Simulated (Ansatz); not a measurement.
Single points on C₄H₁₄N₂Sn⁺, that is SnH2(NHEt)2 with one electron fewer.

```yaml
crystal:
  periodic: [false, false, false]
  atoms:
    - {symbol: Sn, position_ang: [0.260396, -0.040670, 0.393331]}
    - {symbol: H, position_ang: [-0.267481, -0.030385, 2.052487]}
    - {symbol: H, position_ang: [1.987748, -0.215079, 0.254765]}
    - {symbol: N, position_ang: [-0.667094, 1.627606, -0.384365]}
    - {symbol: C, position_ang: [-0.696104, 2.885933, 0.348002]}
    - {symbol: C, position_ang: [0.615730, 3.681044, 0.377713]}
    - {symbol: H, position_ang: [-0.438191, 1.768601, -1.375863]}
    - {symbol: H, position_ang: [-1.499686, 3.531453, -0.079989]}
    - {symbol: H, position_ang: [-1.019338, 2.673936, 1.392367]}
    - {symbol: H, position_ang: [1.424126, 3.102096, 0.873854]}
    - {symbol: H, position_ang: [0.502165, 4.641831, 0.923360]}
    - {symbol: H, position_ang: [0.960674, 3.916432, -0.651545]}
    - {symbol: N, position_ang: [-0.442250, -1.485331, -0.897235]}
    - {symbol: C, position_ang: [0.190933, -2.794026, -0.978398]}
    - {symbol: C, position_ang: [-0.096731, -3.758001, 0.179651]}
    - {symbol: H, position_ang: [-1.466766, -1.557176, -0.884283]}
    - {symbol: H, position_ang: [-0.112107, -3.279950, -1.936384]}
    - {symbol: H, position_ang: [1.290900, -2.643726, -1.064187]}
    - {symbol: H, position_ang: [0.268263, -3.344790, 1.144508]}
    - {symbol: H, position_ang: [0.392557, -4.743161, 0.025412]}
    - {symbol: H, position_ang: [-1.187735, -3.936615, 0.286800]}
basis:
  gaussian: {orbitals: def2-TZVP}
total_charge: 1
magnetization: {spin_polarized: true, initial_magnetization: 1}
hamiltonian: {xc: pbe0, dispersion: d4}
scf: {omitted_lower_state_checks: [starts]}
output: {orbitals: {seedname: orbitals}}
```

The file start.molden holds the orbitals of an earlier run on this structure, at another level or in another basis.

```sh
$ ansatz run in.yaml --threads 2 --pin off --events-out ev --progress --plain --max-ram 31744MiB --backend cuda --devices 0, --max-vram 18GiB
```

It prints (some lines left out):

```
Functional definition: PBE0
2107 factors; their error is unknown
mean field evaluation 1: about -13139.0564 eV, gradient 8.4e1 eV
mean field evaluation 2: about -12993.5918 eV, gradient 1.7e2 eV
mean field evaluation 4: about -13170.8926 eV, gradient 2.3e1 eV
mean field evaluation 8: about -13173.5484 eV, gradient 1.1e0 eV
mean field evaluation 16: about -13173.5584 eV, gradient 3.3e-2 eV
mean field -13173.60377455 eV, -484.1210093252 hartree, gradient 1.2e-5 eV, S^2 0.768133; 0 other end points of the search recorded, 0 dependent functions left out
reference -13173.60382045 eV, -484.1210110121 hartree; 37, 36 occupied and 283, 284 virtual orbitals, 2107 factors
Total energy: -13173.96713088 eV, -484.1343624243 hartree
Checks for a lower state left out: starts
```

Run time 3.9 s (2 threads of AMD EPYC 7R13 on a shared host and a share (18 GiB) of an NVIDIA H100 80GB HBM3), peak host memory 0.95 GiB.

First input, but with `gaussian: {orbitals: def2-TZVP, initial_orbitals: start.molden}`, `hamiltonian: {xc: pbe, dispersion: d4}` (abridged; 3.2 s):

```
Functional definition: PBE
mean field -13172.74590077 eV, -484.0894830453 hartree, gradient 2.0e-5 eV, S^2 0.755036
Total energy: -13173.17176079 eV, -484.1051331125 hartree
Checks for a lower state left out: starts
```

The first input with `gaussian: {orbitals: def2-TZVP, initial_orbitals: start.molden}`, `hamiltonian: {xc: hf}` (abridged; 5 s):

```
Functional definition: HF
mean field -13107.26414650 eV, -481.6830729613 hartree, gradient 8.2e-6 eV, S^2 0.764744
Total energy: -13107.26414650 eV, -481.6830729613 hartree
Checks for a lower state left out: starts
```

Geometry: PBE-D4/def2-SVP, that of the neutral singlet.

In the def2 sets Sn takes a core potential; there is no spin–orbit coupling.
